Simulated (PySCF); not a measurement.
Job for PySCF: R-BP86/6-31G* on K2, 2S+1 = 1, a spin state set in the input, which need not be the lowest, a point of a bond scan (R = 4.133 Å).

```python
from pyscf import gto, scf, dft, mp
from pyscf.data.elements import chemcore

mol = gto.M(
    atom='''
    K     0.00000000    0.00000000    0.00000000
    K     0.00000000    0.00000000    4.13342000
    ''',
    basis='6-31g*',
    cart=True,
    charge=0, spin=0, verbose=3, max_memory=1800)
mf = dft.RKS(mol, xc='b88,p86')
mf.conv_tol = 1e-8
mf.max_cycle = 100
mf.kernel()
if not mf.converged:
    mf = mf.newton().run(mf.mo_coeff, mf.mo_occ)
```

Predict the final total energy.

-1199.8698 hartree.
